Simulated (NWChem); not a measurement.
The numbers come from NWChem runs, not from measurements. System: sulfur difluoride (F₂S), charge 0, spin multiplicity 1, optimised in this run. Level: PBE0/def2-SVP.

NWChem printed:

```
             Northwest Computational Chemistry Package (NWChem) 7.3.0
             --------------------------------------------------------

                                NWChem Input Module
                                -------------------

 Scaling coordinates for geometry "geometry" by  1.889725989
 (inverse scale =  0.529177249)

 Turning off AUTOSYM since
 SYMMETRY directive was detected!

          ------
          auto-z
          ------

                             Geometry "geometry" -> ""
                             -------------------------

 Output coordinates in angstroms (scale by  1.889725989 to convert to a.u.)

  No.       Tag          Charge          X              Y              Z
 ---- ---------------- ---------- -------------- -------------- --------------
    1 F                    9.0000     1.22646100     0.00000000    -0.50712612
    2 S                   16.0000     0.00000000     0.00000000     0.57051688
    3 F                    9.0000    -1.22646100     0.00000000    -0.50712612

 Effective nuclear repulsion energy (a.u.)     110.8218864640

            Nuclear Dipole moment (a.u.)
            ----------------------------
        X                 Y               Z
 ---------------- ---------------- ----------------
     0.0000000000     0.0000000000     0.0000000000

      Symmetry information
      --------------------

 Group name             C2v
 Group number             16
 Group order               4
 No. of unique centers     2

      Symmetry unique atoms

     1    2


 Summary of "ao basis" -> "" (spherical)
 ------------------------------------------------------------------------------
       Tag                 Description            Shells   Functions and Types
 ---------------- ------------------------------  ------  ---------------------
 *                          def2-svp                  on all atoms

                           NWChem Geometry Optimization
                           ----------------------------

 maximum gradient threshold         (gmax) =   0.000450
 rms gradient threshold             (grms) =   0.000300
 maximum cartesian step threshold   (xmax) =   0.001800
 rms cartesian step threshold       (xrms) =   0.001200
 fixed trust radius                (trust) =   0.300000
 maximum step size to saddle      (sadstp) =   0.100000
 energy precision                  (eprec) =   5.0D-06
 maximum number of steps          (nptopt) =   80
 initial hessian option           (inhess) =    0
 line search option               (linopt) =    1
 hessian update option            (modupd) =    1
 saddle point option              (modsad) =    0
 initial eigen-mode to follow     (moddir) =    0
 initial variable to follow       (vardir) =    0
 follow first negative mode     (firstneg) =    T
 apply conjugacy                    (opcg) =    F
 source of zmatrix                         =   autoz

          -------------------
          Energy Minimization
          -------------------

 Names of Z-matrix variables
    1              2              3

 Variables with the same non-blank name are constrained to be equal

 Using diagonal initial Hessian
 Scaling for Hessian diagonals: bonds = 1.00  angles = 0.25  torsions = 0.10

          --------
          Step   0
          --------

                         Geometry "geometry" -> "geometry"
                         ---------------------------------

 Output coordinates in angstroms (scale by  1.889725989 to convert to a.u.)

  No.       Tag          Charge          X              Y              Z
 ---- ---------------- ---------- -------------- -------------- --------------
    1 F                    9.0000     1.22646100     0.00000000    -0.50712612
    2 S                   16.0000     0.00000000     0.00000000     0.57051688
    3 F                    9.0000    -1.22646100     0.00000000    -0.50712612

 Effective nuclear repulsion energy (a.u.)     110.8218864640

            Nuclear Dipole moment (a.u.)
            ----------------------------
        X                 Y               Z
 ---------------- ---------------- ----------------
     0.0000000000     0.0000000000     0.0000000000

      Symmetry information
      --------------------
[...]
          MASS-WEIGHTED NUCLEAR HESSIAN (Hartree/Bohr/Bohr/Kamu)
          ----------------------------------------------------

               1            2            3            4            5            6            7            8            9
   ----- ----- ----- ----- -----
    1    1.08492D+01
    2    2.16850D-06 -1.93091D-04
    3   -7.79161D+00 -2.58999D-06  8.05867D+00
    4   -7.22364D+00  3.09096D-08  6.14704D+00  1.11374D+01
    5   -4.54380D-08  2.52571D-04  2.42811D-08 -2.53624D-07 -5.37268D-04
    6    5.86525D+00 -2.13997D-09 -7.19347D+00  2.59648D-09  2.84757D-08  1.10904D+01
    7   -1.47810D+00 -1.57290D-08 -1.82787D-01 -7.22364D+00  1.97416D-08 -5.86525D+00  1.08492D+01
    8    4.35225D-08 -1.02584D-04 -3.14336D-09 -2.89163D-08  2.52558D-04  1.24247D-09  1.54302D-07 -1.89290D-04
    9    1.82789D-01 -4.88964D-09  1.27318D+00 -6.14704D+00  4.33371D-09 -7.19347D+00  7.79162D+00 -1.52886D-07  8.05867D+00


 ----------------------------------------------------------------------------
 Normal Eigenvalue ||         Derivative Dipole Moments (debye/angs)
  Mode   [cm**-1]  ||      [d/dqX]             [d/dqY]           [d/dqZ]
 ------ ---------- || ------------------ ------------------ -----------------
    1       -4.577 ||       0.000               0.322             0.000
    2       -2.617 ||       0.155              -0.000             0.000
    3       -1.531 ||      -0.000               0.001             0.000
    4       -1.004 ||       0.000              -0.039            -0.000
    5        1.723 ||       0.000               0.000            -0.000
    6        3.445 ||       0.047              -0.000             0.000
    7      341.492 ||       0.000              -0.000            -0.412
    8      849.252 ||      -1.716               0.000             0.000
    9      865.317 ||       0.000              -0.000             1.245
 ----------------------------------------------------------------------------

 ----------------------------------------------------------------------------
 Normal Eigenvalue ||                 Infra Red Intensities
  Mode   [cm**-1]  || [atomic units] [(debye/angs)**2] [(KM/mol)] [arbitrary]
 ------ ---------- || -------------- ----------------- ---------- -----------
    1       -4.577 ||    0.004505           0.104         4.392       1.950
    2       -2.617 ||    0.001042           0.024         1.016       0.451
    3       -1.531 ||    0.000000           0.000         0.000       0.000
    4       -1.004 ||    0.000067           0.002         0.065       0.029
    5        1.723 ||    0.000000           0.000         0.000       0.000
    6        3.445 ||    0.000095           0.002         0.092       0.041
    7      341.492 ||    0.007346           0.169         7.161       3.180
    8      849.252 ||    0.127686           2.946       124.474      55.265
    9      865.317 ||    0.067199           1.550        65.509      29.085
 ----------------------------------------------------------------------------

        Vibrational analysis via the FX method
  --- with translations and rotations projected out ---
  --- via the Eckart algorithm                      ---
 Projected Nuclear Hessian trans-rot subspace norm:2.1185D-33
                         (should be close to zero!)

          --------------------------------------------------------
          MASS-WEIGHTED PROJECTED HESSIAN (Hartree/Bohr/Bohr/Kamu)
          --------------------------------------------------------

               1            2            3            4            5            6            7            8            9
   ----- ----- ----- ----- -----
    1    1.08493D+01
    2    4.35395D-22  0.00000D+00
    3   -7.79152D+00  0.00000D+00  8.05871D+00
    4   -7.22387D+00 -5.87347D-23  6.14701D+00  1.11371D+01
    5   -1.84595D-22  0.00000D+00  1.00688D-22  1.03488D-22  0.00000D+00
    6    5.86527D+00  1.82497D-22 -7.19353D+00  7.84544D-07 -7.43819D-23  1.10903D+01
    7   -1.47802D+00 -1.30618D-22 -1.82748D-01 -7.22387D+00  2.93673D-23 -5.86527D+00  1.08493D+01
    8   -1.74158D-22  0.00000D+00  8.70790D-23  9.67549D-23  0.00000D+00 -5.87347D-23  2.17697D-23  0.00000D+00
    9    1.82748D-01  3.40152D-24  1.27316D+00 -6.14701D+00 -1.15372D-23 -7.19353D+00  7.79152D+00 -4.35395D-23  8.05871D+00

 center of mass
 --------------
 x =   0.00000000 y =   0.00000000 z =  -0.03550932

 moments of inertia (a.u.)
 ------------------
          67.650542659275           0.000000000000           0.000000000000
           0.000000000000         272.114835648467           0.000000000000
           0.000000000000           0.000000000000         204.464292989192

 Rotational Constants
 --------------------
 A=   0.889870 cm-1  (  1.280296 K)
 B=   0.294429 cm-1  (  0.423608 K)
 C=   0.221231 cm-1  (  0.318295 K)

 Temperature                      =   298.15K
 frequency scaling parameter      =   1.0000

 Zero-Point correction to Energy  =    2.938 kcal/mol  (  0.004682 au)
 Thermal correction to Energy     =    5.027 kcal/mol  (  0.008011 au)
 Thermal correction to Enthalpy   =    5.619 kcal/mol  (  0.008954 au)

 Total Entropy                    =   61.632 cal/mol-K
   - Translational                =   38.636 cal/mol-K (mol. weight =  69.9689)
   - Rotational                   =   21.460 cal/mol-K (symmetry #  =        2)
   - Vibrational                  =    1.536 cal/mol-K

 Cv (constant volume heat capacity) =    8.672 cal/mol-K
   - Translational                  =    2.979 cal/mol-K
   - Rotational                     =    2.979 cal/mol-K
   - Vibrational                    =    2.713 cal/mol-K


 ----------------------------------------------------------------------------
 Normal Eigenvalue ||    Projected Derivative Dipole Moments (debye/angs)
  Mode   [cm**-1]  ||      [d/dqX]             [d/dqY]           [d/dqZ]
 ------ ---------- || ------------------ ------------------ -----------------
    1        0.000 ||      -0.000              -0.155             0.000
    2        0.000 ||       0.000               0.239            -0.000
    3        0.000 ||      -0.000              -0.155             0.000
    4        0.000 ||       0.102              -0.000            -0.000
    5        0.000 ||       0.074              -0.000             0.000
    6        0.000 ||       0.102              -0.000             0.000
    7      341.493 ||       0.000               0.000            -0.412
    8      849.253 ||      -1.716               0.000             0.000
    9      865.318 ||       0.000               0.000             1.245
 ----------------------------------------------------------------------------

 ----------------------------------------------------------------------------
 Normal Eigenvalue ||           Projected Infra Red Intensities
  Mode   [cm**-1]  || [atomic units] [(debye/angs)**2] [(KM/mol)] [arbitrary]
 ------ ---------- || -------------- ----------------- ---------- -----------
    1        0.000 ||    0.001045           0.024         1.018       0.452
    2        0.000 ||    0.002483           0.057         2.420       1.075
    3        0.000 ||    0.001045           0.024         1.018       0.452
    4        0.000 ||    0.000453           0.010         0.442       0.196
    5        0.000 ||    0.000234           0.005         0.228       0.101
    6        0.000 ||    0.000449           0.010         0.438       0.194
    7      341.493 ||    0.007346           0.169         7.161       3.180
    8      849.253 ||    0.127686           2.946       124.474      55.265
    9      865.318 ||    0.067199           1.550        65.509      29.085
 ----------------------------------------------------------------------------

 Task  times  cpu:       10.5s     wall:       10.5s

 Total times  cpu:       12.6s     wall:       12.6s
```

Write an NWChem input that would produce this output.

One answer among several that fit: 
```
start mol
memory heap 200 mb stack 900 mb global 1100 mb
geometry units angstroms
  F      1.226461     0.000000    -0.507126
  S      0.000000     0.000000     0.570517
  F     -1.226461     0.000000    -0.507126
  symmetry group C2v
end
basis spherical
  * library def2-svp
end
dft
  xc pbe0
  semidirect memsize 60000000 filesize 0
  iterations 100
end
driver
  maxiter 80
end
task dft optimize
task dft freq
```
